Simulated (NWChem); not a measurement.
System: silanone (SiH₂O); SMILES [SiH2]=O

Excerpt of the output:

```
             Northwest Computational Chemistry Package (NWChem) 7.3.0
             --------------------------------------------------------

                             Geometry "geometry" -> ""
                             -------------------------

 Output coordinates in angstroms (scale by  1.889725989 to convert to a.u.)

  No.       Tag          Charge          X              Y              Z
 ---- ---------------- ---------- -------------- -------------- --------------
    1 Si                  14.0000     0.00000000     0.00000000    -0.43849400
    2 O                    8.0000     0.00000000     0.00000000     1.11384800
    3 H                    1.0000     0.00000000    -1.24801900    -1.28200700
    4 H                    1.0000     0.00000000     1.24801900    -1.28200700

 Effective nuclear repulsion energy (a.u.)      51.3622471505

                              NWChem Property Module
                              ----------------------

                                 NWChem DFT Module
                                 -----------------

 Summary of "ao basis" -> "ao basis" (spherical)
 ------------------------------------------------------------------------------
       Tag                 Description            Shells   Functions and Types
 ---------------- ------------------------------  ------  ---------------------
 Si                          sto-3g                  5        9   3s2p
 O                           sto-3g                  3        5   2s1p
 H                           sto-3g                  1        1   1s

            General Information
            -------------------
          SCF calculation type: DFT
          Wavefunction type:  closed shell.
          No. of atoms     :     4
          No. of electrons :    24
           Alpha electrons :    12
            Beta electrons :    12
          Charge           :     0
          Spin multiplicity:     1
          Use of symmetry is: off; symmetry adaption is: off
          Maximum number of iterations: 150
          AO basis - number of functions:    16
                     number of shells:    10
          Convergence on energy requested:  1.00D-06
          Convergence on density requested:  1.00D-05
          Convergence on gradient requested:  5.00D-04

              XC Information
              --------------
                         B3LYP Method XC Potential
                     Hartree-Fock (Exact) Exchange  0.200
                        Slater Exchange Functional  0.800 local
                    Becke 1988 Exchange Functional  0.720 non-local
              Lee-Yang-Parr Correlation Functional  0.810
                  VWN I RPA Correlation Functional  0.190 local

             Grid Information
             ----------------
          Grid used for XC integration:  medium
          Radial quadrature: Mura-Knowles
          Angular quadrature: Lebedev.
          Tag              B.-S. Rad. Rad. Pts. Rad. Cut. Ang. Pts.
          ---              ---------- --------- --------- ---------
          Si                  1.10       88           6.0       590
          O                   0.60       49           8.0       434
          H                   0.35       45           7.0       434
          Grid pruning is: on
          Number of quadrature shells:   227
          Spatial weights used:  Erf1

      Superposition of Atomic Density Guess
      -------------------------------------

 Sum of atomic energies:        -360.16191466

      Non-variational initial energy
      ------------------------------

 Total energy =    -359.860517
 1-e energy   =    -606.583662
 2-e energy   =     195.360898
 HOMO         =      -0.201298
 LUMO         =       0.210524

   convergence    iter        energy       DeltaE   RMS-Dens  Diis-err
 ---------------- ----- ----------------- --------- --------- ---------
 d= 0,ls=0.0,diis     1   -361.1608297045 -4.13D+02  3.21D-01  1.04D+00
 d= 0,ls=0.0,diis     2   -358.1026964472  3.06D+00  2.35D-01  2.11D+01
 d= 0,ls=0.0,diis     3   -361.2802537287 -3.18D+00  3.15D-02  1.02D+00
 d= 0,ls=0.0,diis     4   -361.4090591751 -1.29D-01  1.96D-02  1.65D-01
 d= 0,ls=0.0,diis     5   -361.4346565669 -2.56D-02  4.65D-03  3.90D-03
  Resetting Diis
 d= 0,ls=0.0,diis     6   -361.4352663717 -6.10D-04  1.15D-03  3.89D-04
 d= 0,ls=0.0,diis     7   -361.4353315871 -6.52D-05  1.14D-04  2.63D-07
 d= 0,ls=0.0,diis     8   -361.4353312537  3.33D-07  8.36D-05  2.27D-06
 d= 0,ls=0.0,diis     9   -361.4353316333 -3.80D-07  2.54D-06  7.18D-10

         Total DFT energy =     -361.435331633336
      One electron energy =     -605.101087401158
           Coulomb energy =      222.672986151895
    Exchange-Corr. energy =      -30.369477534582
 Nuclear repulsion energy =       51.362247150509

 Numeric. integr. density =       24.000004159794

                       DFT Final Molecular Orbital Analysis
                       ------------------------------------

 Vector   10  Occ=2.000000D+00  E=-2.215839D-01
              MO Center=  4.4D-11,  1.7D-09,  8.0D-01, r^2= 1.4D+00
   Bfn.  Coefficient  Atom+Function         Bfn.  Coefficient  Atom+Function
  ----- ------------  ---------------      ----- ------------  ---------------
    14      0.708610  2 O  pz                11      0.474087  2 O  s
     9     -0.375327  1 Si pz                 6     -0.233215  1 Si s
    15      0.201220  3 H  s                 16      0.201220  4 H  s
     5      0.166917  1 Si pz                10     -0.095091  2 O  s
     2      0.077177  1 Si s

 Vector   11  Occ=2.000000D+00  E=-1.840809D-01
              MO Center= -7.3D-12, -6.9D-19,  5.7D-01, r^2= 1.3D+00
   Bfn.  Coefficient  Atom+Function         Bfn.  Coefficient  Atom+Function
  ----- ------------  ---------------      ----- ------------  ---------------
    12      0.749734  2 O  px                 7      0.578143  1 Si px
     3     -0.210413  1 Si px

 Vector   12  Occ=2.000000D+00  E=-1.238700D-01
              MO Center= -1.4D-19,  1.8D-09,  7.9D-01, r^2= 1.3D+00
   Bfn.  Coefficient  Atom+Function         Bfn.  Coefficient  Atom+Function
  ----- ------------  ---------------      ----- ------------  ---------------
    13      0.923565  2 O  py                15      0.292777  3 H  s
    16     -0.292777  4 H  s                  8      0.110145  1 Si py
     4     -0.027167  1 Si py

 Vector   13  Occ=0.000000D+00  E= 8.742977D-02
              MO Center=  1.3D-10, -3.0D-19,  9.4D-02, r^2= 1.6D+00
   Bfn.  Coefficient  Atom+Function         Bfn.  Coefficient  Atom+Function
  ----- ------------  ---------------      ----- ------------  ---------------
     7      0.872604  1 Si px                12     -0.678965  2 O  px
     3     -0.290971  1 Si px

 Vector   14  Occ=0.000000D+00  E= 1.946255D-01
              MO Center= -4.0D-10, -5.6D-09, -6.1D-01, r^2= 2.3D+00
   Bfn.  Coefficient  Atom+Function         Bfn.  Coefficient  Atom+Function
  ----- ------------  ---------------      ----- ------------  ---------------
     6      1.106620  1 Si s                 15     -0.693944  3 H  s
    16     -0.693944  4 H  s                 14      0.511417  2 O  pz
    11     -0.282503  2 O  s                  2     -0.224312  1 Si s
     9     -0.072943  1 Si pz                 1      0.070349  1 Si s
    10      0.043897  2 O  s                  5      0.030763  1 Si pz

 Vector   15  Occ=0.000000D+00  E= 3.810181D-01
              MO Center=  9.0D-19,  5.8D-09, -5.4D-01, r^2= 1.9D+00
   Bfn.  Coefficient  Atom+Function         Bfn.  Coefficient  Atom+Function
  ----- ------------  ---------------      ----- ------------  ---------------
     8      1.147434  1 Si py                15      0.676111  3 H  s
    16     -0.676111  4 H  s                 13     -0.364350  2 O  py
     4     -0.332543  1 Si py

     Multipole analysis of the density
     ---------------------------------

     L   x y z        total         alpha         beta         nuclear
     -   - - -        -----         -----         ----         -------
     0   0 0 0     -0.000000    -12.000000    -12.000000     24.000000

     1   1 0 0     -0.000000     -0.000000     -0.000000      0.000000
     1   0 1 0      0.000000      0.000000      0.000000      0.000000
     1   0 0 1     -0.666272     -0.529530     -0.529530      0.392787

     2   2 0 0    -11.020661     -5.510330     -5.510330      0.000000
     2   1 1 0      0.000000      0.000000      0.000000      0.000000
     2   1 0 1      0.000000      0.000000      0.000000      0.000000
     2   0 2 0    -12.801738    -11.962985    -11.962985     11.124233
     2   0 1 1     -0.000000     -0.000000     -0.000000      0.000000
     2   0 0 2    -14.396276    -35.595635    -35.595635     56.794995

 *** CALLING NEW AORESP DRIVER FOR CLOSED AND OPEN SHELLS ***
 Entering AOResponse driver routine

--------------------------------------------------------------------------------

          -----------------------------------------------
          Solving response equations for perturbing field
          -----------------------------------------------

 number of frequencies:     1
 frequency in a.u.:  0.7730000E-01
 Perturbing field: electric
 Using El. Dipole Length Gauge

 Setting up CPKS with frequency omega =      0.07730000 a.u.

[...]

 DFT Linear Response polarizability / au
 Frequency  =       0.0773000 / au
 Wavelength =     589.4353558 / nm
              X              Y              Z
 -----------------------------------------------
 X       6.6788907     -0.0000000     -0.0000000
 Y       0.0000000     12.3688971     -0.0000000
 Z      -0.0000000     -0.0000000     17.4826339
 -----------------------------------------------
 Eigenvalues =       6.6788907     12.3688971     17.4826339
 Isotropic   =      12.1768072
 Anisotropic =       9.3607517
 -----------------------------------------------

 Magnetic Dipole Response Matrix (nonzero elements):

 Exiting AOResponse driver routine
```

Level: B3LYP/STO-3G. STO-3G and 3-21G are far too small for this property and stand as cheap habits. The geometry was optimised at PBE-D3(BJ)/def2-SVP.

### Question
Which NWChem input produces such a log?

### Answer
One answer among several that fit: the input that was run:
```
start job
memory heap 200 mb stack 900 mb global 1100 mb
geometry units angstroms noautosym nocenter noautoz
  Si     0.000000     0.000000    -0.438494
  O      0.000000     0.000000     1.113848
  H      0.000000    -1.248019    -1.282007
  H      0.000000     1.248019    -1.282007
end
basis spherical
  Si library sto-3g
  O library sto-3g
  H library sto-3g
end
dft
  xc b3lyp
  iterations 150
end
property
  response 1 0.0773
end
task dft property
```
